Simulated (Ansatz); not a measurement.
Start from `CBCF` and change one atom or group to get `CB(Br)CF`.

Ansatz, PBE0-D4/def2-TZVP geometries, multiplicity 1. Each molecule was computed in one conformer, which needn't be the lowest.

Scalar relativity is left out up to krypton.

| property | `CBCF` |
| --- | --- |
| size of the dipole moment (B3LYP/def2-TZVPP) / D | 2.30 |
| HOMO energy (PBE/def2-TZVPP) / eV | -7.04 |
| LUMO energy (PBE/def2-TZVPP) / eV | -2.08 |
| size of the dipole moment (PBE/def2-TZVPP) / D | 2.22 |
| LUMO energy (ωB97M-V/def2-TZVPP) / eV | 0.90 |
| HOMO–LUMO gap (PBE/def2-TZVPP) / eV | 4.96 |

Q: What does the change do to each property? (An estimate is asked.)

A: The calculation gave: 
| property | `CB(Br)CF` | shift |
| --- | --- | --- |
| size of the dipole moment (B3LYP/def2-TZVPP) / D | 0.36 | -1.94 |
| HOMO energy (PBE/def2-TZVPP) / eV | -6.85 | 0.19 |
| LUMO energy (PBE/def2-TZVPP) / eV | -2.19 | -0.11 |
| size of the dipole moment (PBE/def2-TZVPP) / D | 0.33 | -1.89 |
| LUMO energy (ωB97M-V/def2-TZVPP) / eV | 0.79 | -0.11 |
| HOMO–LUMO gap (PBE/def2-TZVPP) / eV | 4.66 | -0.30 |

With PBE0 the HOMO rises by 0.44 eV and the LUMO falls by 0.18 eV, so the gap narrows by about 0.62 eV. PBE moves the HOMO by 0.19 eV and ωB97M-V by 0.57 eV. Dipoles are sizes alone; their direction can turn.

B3LYP here is the variant with VWN-RPA as its local correlation; programs differ in this.

Spin–orbit coupling is left out; it splits and shifts lone-pair levels of the heavy atoms by tenths of an eV.
